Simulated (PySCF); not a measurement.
## Working out the ionisation energy of Nb

Nb [Kr] 4d4 5s1 (6D) → Nb⁺ [Kr] 4d4 (5D). All numbers are calculated (PySCF 2.14, scalar relativity by spin-free X2C-1e, in x2c-TZVPPall). Frozen: [Ar] 3d10. Energies in hartree (1 hartree = 27.21139 eV):

```tsv
part	Nb (lower)	Nb⁺ (upper)
UHF	-3817.235561	-3817.015336
CCSD correlation	-0.319222	-0.293841
(T)	-0.009385	-0.007104
```

**Question.** What does Hartree-Fock give?

**Answer.** (-3817.015336) − (-3817.235561) = 0.220225 hartree = 5.993 eV.

**Question.** What do CCSD and CCSD(T) give?

**Answer.** The CCSD correlation energies differ by 0.025381 hartree = 0.691 eV and the triples by 0.002281 hartree = 0.062 eV, so CCSD gives 6.684 eV and CCSD(T) 6.746 eV.

Measured between the centres of the two terms (NIST): 6.776 eV, so CCSD(T) (valence and next inner shell) is off by -0.030 eV.

What remains against the reference includes basis incompleteness, the frozen core and higher excitations.
